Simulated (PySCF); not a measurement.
Simulation results for CH6BGeN

Calculation on a computer-drawn molecule: optimised geometry and harmonic frequencies of an isolated molecule of the commonest isotopes, restricted reference for singlets and unrestricted otherwise, frozen core in MP2; on germanium a core potential holds 10 electrons, which the energies leave out, and 3d is frozen in MP2 and coupled-cluster steps. Program: PySCF 2.14.0.

CH6BGeN

Start structure:
```xyz
10
CH6BGeN
N      0.1402    -2.2479     0.1150
B     -0.2393    -0.9201    -0.1425
C     -1.7061    -0.4633     0.0005
Ge    -2.0305     0.1337     1.9375
H      0.9971    -2.6023     0.0051
H     -0.5192    -2.9097     0.4419
H      0.6421    -0.1821    -0.4671
H     -2.4402    -1.2736    -0.2118
H     -1.9425     0.3693    -0.7108
H     -1.9329    -1.3288     2.5119
```

It was run with charge 0, multiplicity 1, method HF, basis cc-pVDZ and basis and core potential on germanium cc-pVDZ-PP ECP10MDF.

Drawn bonds:
```csv
atom,other atom,order
1,2,1
2,3,1
3,4,1
1,5,1
1,6,1
2,7,1
3,8,1
3,9,1
4,10,1
```

To be estimated
1. Estimate the total energy of CH6BGeN.
2. What rotational constants does the calculation give for CH6BGeN?

## Answers
1. -413.8940 hartree
2. 13.78, 1.903, 1.796 GHz

Further results for CH6BGeN:

```
convergence status largest gradient component : 1.587e-05 hartree/bohr
```

Optimised structure:
```xyz
10
CH6BGeN
N      0.1550    -2.2876     0.0498
B     -0.2269    -0.9589    -0.1395
C     -1.7214    -0.4707     0.0366
Ge    -2.0610     0.2298     1.8898
H      1.0994    -2.5974    -0.0386
H     -0.4869    -3.0154     0.2878
H      0.6447    -0.1691    -0.4093
H     -2.4297    -1.2935    -0.1211
H     -1.9460     0.3402    -0.6613
H     -2.0585    -1.2023     2.5855
```

Modes:
```csv
frequency (cm⁻¹),reduced mass (dalton)
49.13,3.097
125.7,1.464
193.7,1.583
385.7,2.099
503.5,2.347
537.8,1.377
667.7,1.402
679.5,1.063
867.2,1.202
882.5,2.189
953.4,1.267
987.9,1.259
1096,1.388
1141,1.261
1237,1.677
1428,2.513
1534,1.169
1752,1.225
1963,1.021
2650,1.094
3158,1.06
3231,1.101
3814,1.051
3919,1.098
```
